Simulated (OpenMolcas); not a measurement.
Sc2+ (d1) among equal point charges was computed by CASSCF with the d shell active (OpenMolcas, ANO-RCC-VDZP on the metal). Its lowest spin-free states, and all those of the highest spin:

| 2S+1 | Degeneracy | E (cm-1) |
| --- | --- | --- |
| 2 | 3 | 0.0 |
| 2 | 2 | 12854 |

**Question.** Is the site octahedral, tetrahedral or cube-like, axial, or of lower symmetry?

**Answer.** The states with 2S+1 = 2 have orbital degeneracies 3, 2. Threefold states need a cubic site. For d1 at this spin an octahedron puts the threefold T2 below the twofold E and a tetrahedron or cube puts the twofold E below the threefold T2, so the site is octahedral. The first gap at this spin, 12900 cm-1, is |10Dq| in ligand-field theory. The run had Sc2+ among 6 point charges of -1.1 e arranged as an octahedron (Oh), 1.93 Å from the ion.

An orbital triplet at a regular site is open to Jahn-Teller coupling, which can distort the site and quench the lowest spin-orbit gaps and is left out. Point charges carry no covalency, so the field is a model and not that of real ligands. No measured value stands beside these numbers.
